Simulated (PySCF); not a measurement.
Species: C4H9O3Si (doublet state).
Geometry (GFN2-xTB, Å), atoms numbered from 1 in this order:
```
atom  x, y, z in Å
C1    -2.547    0.670    0.119
C2    -1.975   -0.486   -0.690
O3    -0.948   -1.174    0.023
C4     0.259   -0.588    0.040
O5     0.528    0.471   -0.540
C6     1.265   -1.265    0.769
O7     2.452   -0.728    0.798
Si8    2.866    0.709    0.030
H9    -1.779    1.422    0.285
H10   -2.908    0.314    1.081
H11   -3.370    1.123   -0.426
H12   -2.735   -1.245   -0.883
H13   -1.567   -0.117   -1.637
H14    1.102   -2.190    1.298
H15    2.229    1.868    0.636
H16    2.865    0.591   -1.420
H17    4.254    0.638    0.506
```

The hyperfine couplings belong to this conformer and change with its torsions.

The species is `CCOC(=O)[CH]O[SiH3]` [radical].

Theory: PySCF, UKS B3LYP, pcH-1 on C H O Si, non-relativistic, mean-field spin-orbit, GIAO. One conformer (not necessarily the lowest) at the GFN2-xTB geometry, without solvent, vibrations or thermal averaging. A GFN2-xTB geometry isn't a minimum of the functional, and hyperfine couplings can be far from their values at a DFT geometry. Stability of the SCF solution: not tested.

Problem. Predict the first-order ENDOR lines of H14, H15/H16/H17 and H12/H13 under fast tumbling at B = 349.3 mT (X band).

Solution. For S = 1/2 in fast tumbling each set of equivalent nuclei gives two lines, ν± = |νn ± a/2| to first order, with νn = g_N μN B/h and μN/h = 7.62259 MHz/T.

```json
{"nuclei": "H14", "isotope": "1H", "g_N": "5.5857", "νn (MHz)": "14.87", "a_iso (MHz)": "-47.56", "lower line (MHz)": "8.91", "upper line (MHz)": "38.65"}
{"nuclei": "H15/H16/H17", "isotope": "1H", "g_N": "5.5857", "νn (MHz)": "14.87", "a_iso (MHz)": "12.19", "lower line (MHz)": "8.78", "upper line (MHz)": "20.97"}
{"nuclei": "H12/H13", "isotope": "1H", "g_N": "5.5857", "νn (MHz)": "14.87", "a_iso (MHz)": "2.87", "lower line (MHz)": "13.44", "upper line (MHz)": "16.31"}
```

Problem. Which pairs are centred on the nuclear Larmor frequency, and which on half the coupling?

Solution. Centred on νn, since |a| < 2νn: H15/H16/H17 and H12/H13. Centred on |a|/2 and split by 2νn: H14.

Problem. At what field would the lower line of H14 fall to zero frequency?

Solution. Where νn = |a|/2, that is B = 23.78 MHz/(5.5857 × 7.62259 MHz/T) = 558 mT, as far as first order holds there.

Means are taken over nuclei equivalent by connectivity, which assumes that they swap fast. The three 1H nuclei of mean +12.2 MHz run from -2.5 to 19.8 MHz in the frozen geometry.
